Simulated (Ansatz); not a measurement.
Harmonic frequencies (cm⁻¹) at PBE0-D4/def2-TZVP from Ansatz: 58, 250, 298, 322, 443, 526, 730, 850, 876, 1075, 1291, 1362, 1448, 1451, 2462, 3043, 3105, 3160.

Each molecule was computed in one conformer, which needn't be the lowest.

(1) Which molecule is it?
A. `C[Se]BF`
B. `B[Se]CF`
C. `COB(S)Br`
D. `CB(F)[SeH]`

Results:

(1) D.
